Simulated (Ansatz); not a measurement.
System: CH5Ge, charge 0, doublet. CH5Ge (SMILES [CH2][GeH3], doublet).
B3LYP-D3(BJ)/def2-TZVP minimum from Ansatz (a first-principles code):
```xyz
7

Ge     0.2056     0.1820    -0.2140
C     -0.9386    -0.8253     0.9666
H      1.6122     0.3567     0.3997
H      0.3578    -0.5565    -1.5558
H     -0.3881     1.5813    -0.4550
H     -1.5371    -0.3466     1.7316
H     -0.9930    -1.9060     0.9285
```
Charge 0, spin multiplicity 2.

Total energies in cc-pVTZ, 13 correlated electrons, 15 frozen orbitals. UHF or UKS for unpaired electrons; spin-orbit terms are left out. Cores are frozen in correlated methods (noble-gas shells, and filled d and f shells in the p block). No relativity.

| method | program | energy (Eh) | minus CCSDT(Q) (mEh) |
|---|---|---|---|
| HF | Ansatz | -2116.14412 | 323.05 |
| MP2 | Ansatz | -2116.41659 | 50.58 |
| CCSD | Ansatz | -2116.45626 | 10.91 |
| CCSD(T) | Ansatz | -2116.46576 | 1.41 |
| CCSDT(Q) | Ansatz | -2116.46717 | 0.00 |

Rough core times of Ansatz's runs on a shared machine: CCSD(T) 40 s, CCSDT(Q) 2 h.
